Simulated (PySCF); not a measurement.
```xyz
3
charge 0 multiplicity 1, angstrom
Rh    0.0000    0.0000   -0.5541
S     0.0000    0.0000   -2.5556
Br    0.0000    0.0000    1.7579
```

Computed with PBE0 in PySCF with Rh def2-TZVP with ECP28, S def2-TZVP, Br def2-TZVP; scalar-relativistic core potentials, no spin–orbit coupling; density-fitted integrals.

This geometry of RhSBr is a stationary point at this level.

Question: What is the point group?

Answer: C∞v.

Question: Is it a minimum?

Answer: No: it has 2 imaginary modes (one degenerate set), at 83i cm⁻¹ (π).

Question: List the harmonic modes with their infrared intensities.

Answer: 
```
symmetry  ω (cm⁻¹)  IR (km/mol, summed over degenerate members)
       π       83i                                            –
      σ+       274                                         24.5
      σ+       572                                         51.3
```

In C∞v the vibrations span π + 2σ+.

Stability towards spin polarisation was not tested. Only a few start shapes were tried, so a lower isomer may exist.
